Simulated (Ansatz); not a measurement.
Ansatz (a first-principles code) input for C₂H₇FO₂Si, SMILES C[C@@H](O)[Si@@H](O)F, PBE0-D3(BJ)/def2-SVP. 

Ansatz 0.2 input:
```yaml
crystal:
  periodic: [false, false, false]
  atoms:
    - {symbol: C, position_ang: [-1.93365800, 1.04892632, 0.21173370]}
    - {symbol: C, position_ang: [-0.90691387, -0.01126827, 0.59011321]}
    - {symbol: O, position_ang: [-1.54673447, -1.28522641, 0.46221828]}
    - {symbol: Si, position_ang: [0.64753155, 0.01475205, -0.50875532]}
    - {symbol: O, position_ang: [1.41740020, 1.40462082, -0.23199389]}
    - {symbol: F, position_ang: [1.59907884, -1.19119854, 0.01262211]}
    - {symbol: H, position_ang: [-2.79948672, 0.97814397, 0.86607688]}
    - {symbol: H, position_ang: [-2.26517777, 0.89458126, -0.81119737]}
    - {symbol: H, position_ang: [-1.49305379, 2.03744253, 0.30059575]}
    - {symbol: H, position_ang: [-0.63705116, 0.14054848, 1.64791786]}
    - {symbol: H, position_ang: [-0.93550361, -1.96734486, 0.75622671]}
    - {symbol: H, position_ang: [0.42900460, -0.30230071, -1.90567850]}
    - {symbol: H, position_ang: [2.32222245, 1.55208366, -0.49784233]}
basis:
  gaussian:
    orbitals: def2-SVP
hamiltonian:
  xc: pbe0
  dispersion: d3bj
relax: {f_tol: 0.002, max_steps: 200}
```

It prints:

```
WARN ansatz: RAYON_NUM_THREADS=2 ignored (pool sized by the plan → 2); use --threads N
Functional definition: PBE0
integrals: 0.09 GiB planned
1301 factors; integrals over basis functions are off by at most 5.5e-4 eV
mean field: 0.73 GiB planned
mean field evaluation 1: about -16848.0767 eV, gradient 6.9e1 eV
mean field evaluation 2: about -16841.5941 eV, gradient 9.1e1 eV
mean field evaluation 4: about -16857.0895 eV, gradient 3.0e0 eV
mean field evaluation 8: about -16857.1278 eV, gradient 1.9e-1 eV
mean field evaluation 16: about -16857.1278 eV, gradient 1.7e-5 eV
mean field -16857.12781700 eV, -619.4880211030 hartree, gradient 1.7e-5 eV, S^2 0.000000; 0 other end points of the search recorded, 0 dependent functions left out
the calculation of the forces begins
reference -16857.12784319 eV, -619.4880220658 hartree; 29, 29 occupied and 94, 94 virtual orbitals, 1301 factors
relax step   1: F+E_penalty+E_count = -16857.35959051 eV  Δ(F+E_penalty+E_count) = +0.000e0 eV  max|allowed force component| = 1.184e0 eV/Å  Δτ_max = 0.0000 Å  (27 SCF iters, accepted)
these checks for a lower state are left out or cut short: starts, cluster_reference, orbital_swaps, neighbouring_geometries, increment
integrals: 0.09 GiB planned
1301 factors; integrals over basis functions are off by at most 5.7e-4 eV
mean field: 0.73 GiB planned
mean field -16857.20320052 eV, -619.4907913964 hartree, gradient 7.5e-6 eV, S^2 0.000000; 0 other end points of the search recorded, 0 dependent functions left out
the calculation of the forces begins
reference -16857.20322670 eV, -619.4907923585 hartree; 29, 29 occupied and 94, 94 virtual orbitals, 1301 factors
relax step   2: F+E_penalty+E_count = -16857.43530955 eV  Δ(F+E_penalty+E_count) = -7.572e-2 eV  max|allowed force component| = 6.594e-1 eV/Å  Δτ_max = 0.0642 Å  (29 SCF iters, accepted)
these checks for a lower state are left out or cut short: starts, cluster_reference, orbital_swaps, neighbouring_geometries, increment
integrals: 0.09 GiB planned
1301 factors; integrals over basis functions are off by at most 6.2e-4 eV
mean field: 0.73 GiB planned
mean field -16857.22244198 eV, -619.4914985071 hartree, gradient 7.9e-6 eV, S^2 0.000000; 0 other end points of the search recorded, 0 dependent functions left out
the calculation of the forces begins
reference -16857.22246816 eV, -619.4914994692 hartree; 29, 29 occupied and 94, 94 virtual orbitals, 1301 factors
relax step   3: F+E_penalty+E_count = -16857.45480805 eV  Δ(F+E_penalty+E_count) = -1.950e-2 eV  max|allowed force component| = 1.458e-1 eV/Å  Δτ_max = 0.0534 Å  (29 SCF iters, accepted)
these checks for a lower state are left out or cut short: starts, cluster_reference, orbital_swaps, neighbouring_geometries, increment
integrals: 0.09 GiB planned
1301 factors; integrals over basis functions are off by at most 6.3e-4 eV
mean field: 0.73 GiB planned
mean field evaluation 32: about -16857.1844 eV, gradient 2.6e0 eV
mean field -16857.22759592 eV, -619.4916879107 hartree, gradient 7.7e-6 eV, S^2 0.000000; 0 other end points of the search recorded, 0 dependent functions left out
the calculation of the forces begins
reference -16857.22762213 eV, -619.4916888740 hartree; 29, 29 occupied and 94, 94 virtual orbitals, 1301 factors
relax step   4: F+E_penalty+E_count = -16857.45996366 eV  Δ(F+E_penalty+E_count) = -5.156e-3 eV  max|allowed force component| = 1.251e-1 eV/Å  Δτ_max = 0.0412 Å  (28 SCF iters, accepted)
these checks for a lower state are left out or cut short: starts, cluster_reference, orbital_swaps, neighbouring_geometries, increment
integrals: 0.09 GiB planned
1301 factors; integrals over basis functions are off by at most 6.6e-4 eV
mean field: 0.73 GiB planned
mean field -16857.23360847 eV, -619.4919088678 hartree, gradient 1.5e-5 eV, S^2 0.000000; 0 other end points of the search recorded, 0 dependent functions left out
the calculation of the forces begins
reference -16857.23363480 eV, -619.4919098355 hartree; 29, 29 occupied and 94, 94 virtual orbitals, 1301 factors
relax step   5: F+E_penalty+E_count = -16857.46587568 eV  Δ(F+E_penalty+E_count) = -5.912e-3 eV  max|allowed force component| = 2.921e-1 eV/Å  Δτ_max = 0.0842 Å  (28 SCF iters, accepted)
these checks for a lower state are left out or cut short: starts, cluster_reference, orbital_swaps, neighbouring_geometries, increment
integrals: 0.09 GiB planned
1301 factors; integrals over basis functions are off by at most 6.6e-4 eV
mean field: 0.73 GiB planned
mean field -16857.23817064 eV, -619.4920765247 hartree, gradient 9.2e-6 eV, S^2 0.000000; 0 other end points of the search recorded, 0 dependent functions left out
the calculation of the forces begins
reference -16857.23819704 eV, -619.4920774950 hartree; 29, 29 occupied and 94, 94 virtual orbitals, 1301 factors
relax step   6: F+E_penalty+E_count = -16857.47036435 eV  Δ(F+E_penalty+E_count) = -4.489e-3 eV  max|allowed force component| = 3.961e-2 eV/Å  Δτ_max = 0.0494 Å  (28 SCF iters, accepted)
these checks for a lower state are left out or cut short: starts, cluster_reference, orbital_swaps, neighbouring_geometries, increment
integrals: 0.09 GiB planned
1301 factors; integrals over basis functions are off by at most 6.6e-4 eV
mean field: 0.73 GiB planned
mean field -16857.23538955 eV, -619.4919743213 hartree, gradient 7.8e-6 eV, S^2 0.000000; 0 other end points of the search recorded, 0 dependent functions left out
the calculation of the forces begins
reference -16857.23541596 eV, -619.4919752919 hartree; 29, 29 occupied and 94, 94 virtual orbitals, 1301 factors
relax step   7: F+E_penalty+E_count = -16857.46774912 eV  Δ(F+E_penalty+E_count) = +2.615e-3 eV  max|allowed force component| = 1.895e-1 eV/Å  Δτ_max = 0.0175 Å  (29 SCF iters, rejected (line search))
these checks for a lower state are left out or cut short: starts, cluster_reference, orbital_swaps, neighbouring_geometries, increment
integrals: 0.09 GiB planned
1301 factors; integrals over basis functions are off by at most 6.6e-4 eV
mean field: 0.73 GiB planned
mean field evaluation 64: about -16857.2385 eV, gradient 1.6e-5 eV
mean field -16857.23849112 eV, -619.4920883019 hartree, gradient 1.6e-5 eV, S^2 0.000000; 0 other end points of the search recorded, 0 dependent functions left out
the calculation of the forces begins
reference -16857.23851753 eV, -619.4920892725 hartree; 29, 29 occupied and 94, 94 virtual orbitals, 1301 factors
relax step   8: F+E_penalty+E_count = -16857.47076422 eV  Δ(F+E_penalty+E_count) = -3.999e-4 eV  max|allowed force component| = 2.726e-2 eV/Å  Δτ_max = 0.0085 Å  (23 SCF iters, accepted)
these checks for a lower state are left out or cut short: starts, cluster_reference, orbital_swaps, neighbouring_geometries, increment
integrals: 0.09 GiB planned
1301 factors; integrals over basis functions are off by at most 6.6e-4 eV
mean field: 0.73 GiB planned
mean field -16857.23870986 eV, -619.4920963407 hartree, gradient 7.7e-6 eV, S^2 0.000000; 0 other end points of the search recorded, 0 dependent functions left out
the calculation of the forces begins
reference -16857.23873629 eV, -619.4920973119 hartree; 29, 29 occupied and 94, 94 virtual orbitals, 1301 factors
relax step   9: F+E_penalty+E_count = -16857.47100685 eV  Δ(F+E_penalty+E_count) = -2.426e-4 eV  max|allowed force component| = 1.247e-2 eV/Å  Δτ_max = 0.0152 Å  (28 SCF iters, accepted)
these checks for a lower state are left out or cut short: starts, cluster_reference, orbital_swaps, neighbouring_geometries, increment
integrals: 0.09 GiB planned
1301 factors; integrals over basis functions are off by at most 6.6e-4 eV
mean field: 0.73 GiB planned
mean field -16857.23881583 eV, -619.4921002351 hartree, gradient 7.6e-6 eV, S^2 0.000000; 0 other end points of the search recorded, 0 dependent functions left out
the calculation of the forces begins
reference -16857.23884228 eV, -619.4921012068 hartree; 29, 29 occupied and 94, 94 virtual orbitals, 1301 factors
relax step  10: F+E_penalty+E_count = -16857.47110683 eV  Δ(F+E_penalty+E_count) = -9.998e-5 eV  max|allowed force component| = 9.526e-3 eV/Å  Δτ_max = 0.0151 Å  (29 SCF iters, accepted)
these checks for a lower state are left out or cut short: starts, cluster_reference, orbital_swaps, neighbouring_geometries, increment
integrals: 0.09 GiB planned
1301 factors; integrals over basis functions are off by at most 6.6e-4 eV
mean field: 0.73 GiB planned
mean field -16857.23883236 eV, -619.4921008422 hartree, gradient 1.1e-5 eV, S^2 0.000000; 0 other end points of the search recorded, 0 dependent functions left out
the calculation of the forces begins
reference -16857.23885880 eV, -619.4921018142 hartree; 29, 29 occupied and 94, 94 virtual orbitals, 1301 factors
relax step  11: F+E_penalty+E_count = -16857.47112226 eV  Δ(F+E_penalty+E_count) = -1.543e-5 eV  max|allowed force component| = 5.859e-3 eV/Å  Δτ_max = 0.0036 Å  (22 SCF iters, accepted)
these checks for a lower state are left out or cut short: starts, cluster_reference, orbital_swaps, neighbouring_geometries, increment
integrals: 0.09 GiB planned
1301 factors; integrals over basis functions are off by at most 6.6e-4 eV
mean field: 0.73 GiB planned
mean field -16857.23885629 eV, -619.4921017219 hartree, gradient 1.7e-5 eV, S^2 0.000000; 0 other end points of the search recorded, 0 dependent functions left out
the calculation of the forces begins
reference -16857.23888275 eV, -619.4921026942 hartree; 29, 29 occupied and 94, 94 virtual orbitals, 1301 factors
relax step  12: F+E_penalty+E_count = -16857.47113190 eV  Δ(F+E_penalty+E_count) = -9.645e-6 eV  max|allowed force component| = 3.416e-3 eV/Å  Δτ_max = 0.0054 Å  (22 SCF iters, accepted)
these checks for a lower state are left out or cut short: starts, cluster_reference, orbital_swaps, neighbouring_geometries, increment
integrals: 0.09 GiB planned
1301 factors; integrals over basis functions are off by at most 6.6e-4 eV
mean field: 0.73 GiB planned
mean field -16857.23885087 eV, -619.4921015227 hartree, gradient 2.9e-5 eV, S^2 0.000000; 0 other end points of the search recorded, 0 dependent functions left out
the calculation of the forces begins
reference -16857.23887733 eV, -619.4921024950 hartree; 29, 29 occupied and 94, 94 virtual orbitals, 1301 factors
relax step  13: F+E_penalty+E_count = -16857.47113342 eV  Δ(F+E_penalty+E_count) = -1.518e-6 eV  max|allowed force component| = 2.225e-3 eV/Å  Δτ_max = 0.0010 Å  (19 SCF iters, accepted)
these checks for a lower state are left out or cut short: starts, cluster_reference, orbital_swaps, neighbouring_geometries, increment
integrals: 0.09 GiB planned
1301 factors; integrals over basis functions are off by at most 6.6e-4 eV
mean field: 0.73 GiB planned
mean field evaluation 96: about -16857.2137 eV, gradient 1.0e-1 eV
mean field -16857.23885133 eV, -619.4921015393 hartree, gradient 2.2e-5 eV, S^2 0.000000; 0 other end points of the search recorded, 0 dependent functions left out
the calculation of the forces begins
reference -16857.23887778 eV, -619.4921025116 hartree; 29, 29 occupied and 94, 94 virtual orbitals, 1301 factors
relax step  14: F+E_penalty+E_count = -16857.47113391 eV  Δ(F+E_penalty+E_count) = -4.937e-7 eV  max|allowed force component| = 7.670e-4 eV/Å  Δτ_max = 0.0006 Å  (18 SCF iters, accepted)
integrals: 0.09 GiB planned
1301 factors; integrals over basis functions are off by at most 6.6e-4 eV
mean field: 0.73 GiB planned
mean field -16857.23885133 eV, -619.4921015393 hartree, gradient 2.2e-5 eV, S^2 0.000000; 1 other end points of the search recorded, 0 dependent functions left out
the calculation of the forces begins
reference -16857.23887778 eV, -619.4921025116 hartree; 29, 29 occupied and 94, 94 virtual orbitals, 1301 factors
Total energy: -16857.47116037 eV, -619.5006387392 hartree
Atom 0 at    -1.953182     1.011035     0.173548 Å, force    -0.000069    -0.000182     0.000582 eV/Å
Atom 1 at    -0.906493     0.011751     0.621962 Å, force     0.000567     0.000038    -0.000132 eV/Å
Atom 2 at    -1.473362    -1.289033     0.542881 Å, force    -0.000046    -0.000262    -0.000071 eV/Å
Atom 3 at     0.632662     0.024704    -0.450416 Å, force    -0.000767     0.000559     0.000413 eV/Å
Atom 4 at     1.572059     1.322702    -0.054013 Å, force     0.000197    -0.000749    -0.000698 eV/Å
Atom 5 at     1.409510    -1.363402    -0.071169 Å, force     0.000082     0.000016    -0.000250 eV/Å
Atom 6 at    -2.854366     0.920073     0.799290 Å, force    -0.000112     0.000177     0.000021 eV/Å
Atom 7 at    -2.252837     0.827715    -0.870185 Å, force     0.000319    -0.000044     0.000002 eV/Å
Atom 8 at    -1.573393     2.040611     0.255077 Å, force    -0.000076     0.000023    -0.000065 eV/Å
Atom 9 at    -0.611628     0.256052     1.664589 Å, force    -0.000365     0.000176    -0.000048 eV/Å
Atom 10 at    -0.793691    -1.925601     0.793842 Å, force    -0.000076     0.000168    -0.000041 eV/Å
Atom 11 at     0.366181    -0.048013    -1.912427 Å, force     0.000494    -0.000268    -0.000035 eV/Å
Atom 12 at     2.336201     1.525168    -0.600943 Å, force    -0.000149     0.000348     0.000322 eV/Å
Dipole moment:     0.251202     0.291449    -0.127423 e Å
```

The run converged.
